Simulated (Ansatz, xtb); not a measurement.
**Two isomers of BH8OSi2+**

Structure X is `B[SiH2][OH+][SiH3]`, a singlet and structure Y is `B[O+]([SiH3])[SiH3]`, a singlet. Both are isolated ions in the gas phase, relaxed with B3LYP/6-31G*; the shapes shown needn't be the lowest conformers.

X (Å):

```yaml
atoms:
  - { symbol: B, position_ang: [-1.7217, -1.1378, -1.2966] }
  - { symbol: O, position_ang: [0.2640, 0.6587, 0.3628] }
  - { symbol: Si, position_ang: [-0.8828, 0.6812, -1.0876] }
  - { symbol: Si, position_ang: [0.0246, 0.0438, 2.0446] }
  - { symbol: H, position_ang: [-2.4131, -1.3116, -2.2492] }
  - { symbol: H, position_ang: [-1.5581, -2.0164, -0.5104] }
  - { symbol: H, position_ang: [0.0886, 1.0905, -2.1244] }
  - { symbol: H, position_ang: [-1.8105, 1.7783, -0.7368] }
  - { symbol: H, position_ang: [1.1204, 1.0980, 0.1962] }
  - { symbol: H, position_ang: [0.6971, -1.2649, 2.0833] }
  - { symbol: H, position_ang: [-1.4437, -0.0169, 2.1193] }
  - { symbol: H, position_ang: [0.6572, 1.0847, 2.8714] }
```

Y (Å):

```xyz
12

B    -0.8499   -1.3464   -0.7203
O    -0.5858   -0.1678    0.0244
Si   -1.7701    1.2267   -0.1662
Si    0.8640   -0.0014    1.1405
H    -0.0909   -2.2454   -0.6003
H    -1.8194   -1.3196   -1.4029
H    -1.6899    1.5572   -1.5963
H    -1.1743    2.2257    0.7363
H    -3.0478    0.6618    0.2914
H     1.5332   -1.3012    1.0030
H     0.2392    0.2593    2.4475
H     1.5824    1.1492    0.5690
```

Question: Which of the two would you expect CCSD(T)/def2-SVP + ΔMP2/def2-TZVPP electronic energies to favour?

Answer: Structure Y; the calculation gives E(Y) − E(X) = −31.0 kcal/mol.

The same difference at several levels:

```tsv
level	geometry	E(Y) − E(X) (kcal/mol)	departure from the last row (kcal/mol)	job, with rough time for the two
GFN2-xTB	GFN2-xTB	−39.0	−8.0	optimisation, 2.1 s
HF/STO-3G	GFN2-xTB	−40.0	−9.0	single point, 1.4 s
r2SCAN-D4/def2-SVP	GFN2-xTB	−30.2	+0.8	single point, 12 s
B3LYP/6-31G*	B3LYP/6-31G*	−31.7	−0.8	optimisation, 5.6 min
HF/def2-SVP	B3LYP/6-31G*	−31.0	0.0	part of the CCSD(T) run
MP2/def2-SVP	B3LYP/6-31G*	−33.0	−2.0	part of the CCSD(T) run
CCSD(T)/def2-SVP	B3LYP/6-31G*	−31.9	−1.0	single point
CCSD(T)/def2-SVP + ΔMP2/def2-TZVPP	B3LYP/6-31G*	−31.0		single point, 92 s
```

As drawn, Y has 1 B–O, 1 Si–H in place of 1 B–Si, 1 O–H.

None of the levels shown reverses the order. The largest departure from CCSD(T)/def2-SVP + ΔMP2/def2-TZVPP is that of HF/STO-3G, 9.0 kcal/mol. The last row adds to CCSD(T) the change of the MP2 difference between the two basis sets, here +1.0 kcal/mol.

With harmonic frequencies from B3LYP/6-31G* (ideal gas, rigid rotor, one conformer each, 298.15 K, 1 atm): on the last row, ΔE + ΔZPE = −30.6 kcal/mol. A mode under 50 cm⁻¹ makes harmonic enthalpies and free energies unreliable, so none is given.

The correlated steps freeze 12 core orbitals. Programs: Ansatz 0.2.0, xtb 6.7.1; the last row on 1 thread of AMD EPYC (Zen 3) on a shared host.
